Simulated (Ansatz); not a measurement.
Computed with Ansatz on PBE0-D4/def2-TZVP structures; ΔE is electronic, products minus reactants. CCSD(T)/CBS is the MP2 limit (def2-TZVPP, def2-QZVPP) plus CCSD(T) − MP2 in def2-TZVPP, frozen cores. Functionals use def2-TZVPP. B3LYP here is the variant with VWN-RPA as its local correlation; programs differ in this. Each species was taken in one conformer, which may not be the lowest.

Reaction (ligand exchange at a B–C bond): `BCC(C)C` + `CN[SiH2][SiH3]` → `BN(C)[SiH2][SiH3]` + `CC(C)C`

`BCC(C)C`:

```xyz
16

B     0.901   -1.986    0.578
C     0.214   -1.006   -0.404
C     0.186    0.479   -0.051
C    -0.274    1.330   -1.225
C    -0.693    0.717    1.168
H     0.758   -3.169    0.450
H     1.640   -1.593    1.439
H     0.810   -1.164   -1.326
H    -0.786   -1.357   -0.694
H     1.210    0.778    0.209
H    -0.277    2.393   -0.972
H    -1.291    1.057   -1.524
H     0.374    1.193   -2.095
H    -1.726    0.418    0.962
H    -0.703    1.771    1.455
H    -0.344    0.139    2.029
```

`CN[SiH2][SiH3]`:

Cartesian coordinates in Å:
```
C -1.521 0.716 -1.053
N -0.345 -0.077 -1.343
Si 0.424 -1.062 -0.158
Si 1.307 0.096 1.692
H -2.176 0.162 -0.376
H -2.093 0.909 -1.965
H -1.300 1.682 -0.579
H 0.238 0.315 -2.066
H 1.529 -1.788 -0.843
H -0.575 -2.041 0.361
H 0.245 0.881 2.383
H 2.368 1.051 1.264
H 1.900 -0.844 2.684
```

`BN(C)[SiH2][SiH3]`:

Cartesian coordinates in Å:
```
B 0.302 -0.211 -1.640
N 0.634 0.434 -0.450
C 1.711 1.414 -0.382
Si -0.212 0.121 1.058
Si -1.908 -1.465 0.808
H -0.592 -1.010 -1.647
H 0.911 0.039 -2.643
H 2.165 1.533 -1.366
H 1.336 2.388 -0.051
H 2.486 1.098 0.323
H -0.767 1.411 1.563
H 0.785 -0.328 2.073
H -1.362 -2.774 0.365
H -2.941 -1.004 -0.154
H -2.548 -1.645 2.142
```

`CC(C)C`:

```xyz
14

C     0.763   -0.240   -1.208
C     0.282    0.249    0.150
C     0.118   -0.912    1.120
C    -1.015    1.034    0.017
H     0.911    0.591   -1.902
H     1.709   -0.782   -1.125
H     0.030   -0.920   -1.655
H     1.046    0.924    0.556
H    -0.637   -1.616    0.756
H    -0.200   -0.565    2.107
H     1.054   -1.463    1.243
H    -1.352    1.414    0.985
H    -1.811    0.399   -0.386
H    -0.898    1.887   -0.657
```

```tsv
level	ΔE (kJ/mol)
B3LYP-D4	-154.5
PBE-QIDH	-153.9
RPA@PBE/def2-TZVPP	-157.2
MP2/def2-SVP	-171.1
```

Question: What does CCSD(T)/CBS give? (Best estimate.)

Answer: The calculation gave: -155.0 kJ/mol. The listed levels differ from it by 0.5, 1.1, -2.2, -16.1 kJ/mol.

Largest T1 diagnostic among the species: 0.013.

The D4 term adds −3.7 kJ/mol with B3LYP and −1.7 kJ/mol with PBE0; it sums over pairs of atoms, weighted by their polarisabilities, and B3LYP, whose exchange is more repulsive, gets the larger term. At CCSD(T), def2-SVP lies −15.6 kJ/mol from the extrapolated value and def2-TZVPP −2.9 kJ/mol.
